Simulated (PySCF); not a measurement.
C3H7BeBr.

```xyz
12

Be    -0.2089    -0.2000     0.0000
Br     1.7454     0.0270     0.0000
C     -1.8822    -0.4002     0.0000
C     -2.5454     0.1578     1.2657
C     -2.5454     0.1578    -1.2657
H     -2.0400    -1.4993     0.0000
H     -3.6327    -0.0395     1.2704
H     -2.4219     1.2513     1.3421
H     -2.1320    -0.2814     2.1879
H     -2.1320    -0.2814    -2.1879
H     -3.6327    -0.0395    -1.2704
H     -2.4219     1.2513    -1.3421
```

Coordinates come from a PBE0-D3(BJ)/def2-SVP optimisation. Other conformers were not sampled.

Computed with PBE/pcSseg-1 in PySCF. Non-relativistic, no solvent.

Computed absolute GIAO shielding of each atom: isotropic value and principal components (ppm):
| atom | σ(iso) | σ11 | σ22 | σ33 | span |
|---|---|---|---|---|---|
| Be1 | 84.1 | 43.5 | 44.4 | 164.3 | 120.8 |
| Br2 | 2590.6 | 2328.3 | 2349.5 | 3094.1 | 765.8 |
| C3 | 166.0 | 161.8 | 162.0 | 174.1 | 12.3 |
| C4 | 159.7 | 144.0 | 153.1 | 182.1 | 38.1 |
| C5 | 159.7 | 144.0 | 153.1 | 182.1 | 38.1 |
| H6 | 30.7 | 27.3 | 29.3 | 35.6 | 8.4 |
| H7 | 30.1 | 26.4 | 27.7 | 36.4 | 10.0 |
| H8 | 30.3 | 26.7 | 28.6 | 35.4 | 8.7 |
| H9 | 29.9 | 25.4 | 28.2 | 36.0 | 10.6 |
| H10 | 29.9 | 25.4 | 28.2 | 36.0 | 10.6 |
| H11 | 30.1 | 26.4 | 27.7 | 36.4 | 10.0 |
| H12 | 30.3 | 26.7 | 28.6 | 35.4 | 8.7 |
